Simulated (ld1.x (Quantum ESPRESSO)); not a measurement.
**molybdenum: variants of one TM semilocal potential**

Base potential:

* Element: molybdenum
* Generator: ld1.x (Quantum ESPRESSO) 7.5
* Type: norm-conserving Troullier–Martins (semilocal form)
* Functional: LDA (PZ)
* Relativity: scalar-relativistic
* Frozen core: [Kr]
* Valence charge: 6
* Reference configuration: 4d3 5s0 5p0 (charge +3)
* Partial waves: 5s (bound, empty): rc 2.65 bohr; 5p (bound, empty): rc 2.75 bohr; 4d (bound): rc 2.25 bohr
* Local potential: the d channel
* Core correction: Bessel-smoothed model core inside 2.35 bohr

Cutoffs, loose and tight: the cutoffs (Ry, on a coarse ladder) from which the occupation-weighted sum of valence levels, in a spherical-Bessel basis at the reference potential, stays within 10 and 1 mRy of its value at 400 Ry. They do not see the model core or the augmentation charge, which bear on the density cutoff. Test errors are all-electron minus pseudo excitation energies from the reference, over the configurations 4d5 5s1 5p0; 4d5 5s0 5p0; 4d4 5s0 5p0; 4d2 5s0 5p0; 4d5 5s0.5 5p0; 4d4 5s1 5p1; 4d4 5s1 5p0 (two spin-polarised tests are not counted in the largest error). A dash means not determined; rows that change the core or the reference have their own tests.

A semilocal file is local in each channel, so a ghost entry of none says nothing of the separable form that plane-wave codes build from it.

| change | outcome | cutoff, loose | cutoff, tight | bound ghosts | largest test error (meV) |
| --- | --- | --- | --- | --- | --- |
| base | generated | 35 Ry | 40 Ry | none | -367 |
| all radii but the core radius scaled by about 0.95 (s 2.52, p 2.60, d 2.14 bohr) | generated | 35 Ry | 40 Ry | none | -364 |
| all radii but the core radius scaled by about 1.05 (s 2.78, p 2.88, d 2.36 bohr) | generated | 35 Ry | 40 Ry | none | -369 |
| all radii but the core radius scaled by about 1.10 (s 2.92, p 3.04, d 2.48 bohr) | generated | 30 Ry | 35 Ry | none | -371 |
| all radii but the core radius scaled by about 1.22 (s 3.22, p 3.34, d 2.74 bohr) | generated | 30 Ry | 35 Ry | none | -369 |
| all radii but the core radius scaled by about 1.30 (s 3.44, p 3.58, d 2.92 bohr) | generated | 25 Ry | 30 Ry | none | -359 |
| all radii but the core radius scaled by about 1.40 (s 3.70, p 3.84, d 3.14 bohr) | generated | 25 Ry | 30 Ry | none | -346 |

(1) What comes out with this change to the base: all radii but the core radius scaled by about 0.87 (s 2.30, p 2.40, d 1.96 bohr)?

(2) What comes out with this change to the base: all radii but the core radius scaled by about 0.76 (s 2.00, p 2.08, d 1.70 bohr)?

## Answers

(1) outcome: generated; cutoff, loose: 40 Ry; cutoff, tight: 45 Ry; bound ghosts: none; largest test error (meV): -360.

(2) outcome: generated; cutoff, loose: 40 Ry; cutoff, tight: 50 Ry; bound ghosts: none; largest test error (meV): -357.

Reading the sweep of the scale of all radii but the core radius (base = 1) (base included, trends over the rows without a ghost): The loose cutoff falls from 40 Ry at 0.76 to 25 Ry at 1.4. A larger radius leaves more room for a smooth pseudo-wave, so fewer plane waves are needed; a smaller one forces it to follow the all-electron wave where it bends sharply. The median size of the test errors (rows with all tests solved) is not monotonic: lowest 127.8 meV at 1.22, highest 204.7 meV at 0.87.
